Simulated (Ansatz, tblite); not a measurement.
Forces on HgS₂⁻ at its PBE-D4/def2-TZVPD geometry. The state is a doublet with charge -1.

In the def2 sets Hg takes a core potential; there is no spin–orbit coupling. The xTB rows come from tblite. The structure comes from a short search, and lower isomers may exist.

GFN1-xTB (tblite), largest force 0.66 eV/Å:

```xyz
3
positions Å, forces eV/Å
Hg    0.000    0.000    0.000    0.000    0.000    0.000
S     0.620   -1.712    1.400    0.178   -0.493    0.403
S    -0.620    1.712   -1.400   -0.178    0.493   -0.403
```

GFN2-xTB (tblite), largest force 0.24 eV/Å:

```
Hg 0.000 0.000 0.000
S 0.066 -0.181 0.148
S -0.066 0.181 -0.148
```

r2SCAN-D4/def2-TZVPD (Ansatz), largest force 0.25 eV/Å:

```
Hg 0.000 0.000 0.000
S -0.067 0.186 -0.152
S 0.067 -0.186 0.152
```
